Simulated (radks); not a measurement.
Results of a calculation; reference values are marked as such.
Question: Co2+, 25 electrons, occupied as [Ar] 3d7 (the NIST ground configuration). Level of theory: scalar-relativistic Kohn-Sham, r2SCAN, spin-polarised, spherical densities, finite nucleus; open shells are filled with parallel spins first; meta-GGA in the generalised Kohn-Sham scheme; Fermi nuclear charge, rms radius 3.7875 fm (a radial shooting solver on a logarithmic mesh with Libxc functionals). Some entries of the table are withheld. Estimate them.

| orbital | occ. | eigenvalue (hartree) | <1/r> (bohr^-1) | r(max) (bohr) |
|---|---|---|---|---|
| 1s down | 1 | -280.6684 | 27.03 | 0.03679 |
| 1s up | 1 | -280.6677 | 27.03 | 0.03679 |
| 2s up | 1 | -34.10002 | 5.828 | 0.2129 |
| 2s down | 1 | -34.02595 | 5.836 | 0.2128 |
| 2p up | 3 | -29.24028 | 5.703 | 0.1721 |
| 2p down | 3 | -29.18410 | 5.711 | 0.1720 |
| 3s up | 1 | -4.65523 | 1.832 | 0.6682 |
| 3s down | 1 | -4.49637 | 1.822 | 0.6693 |
| 3p up | 3 | -3.25215 | 1.686 | 0.6790 |
| 3p down | 3 | -3.09459 | 1.675 | 0.6807 |
| 3d up | 5 | (1) | 1.327 | 0.6691 |
| 3d down | 2 | (2) | 1.289 | 0.6774 |
| 4s up | 0 | -0.75614 | 0.5464 | 2.076 |
| 4s down | 0 | -0.71229 | 0.5211 | 2.149 |
| 4p up | 0 | (3) | 0.4442 | 2.485 |
| 4p down | 0 | (4) | 0.4223 | 2.581 |

Answer: 
(1) 3d up eigenvalue (hartree): -1.05389
(2) 3d down eigenvalue (hartree): -0.90706
(3) 4p up eigenvalue (hartree): -0.51698
(4) 4p down eigenvalue (hartree): -0.49100
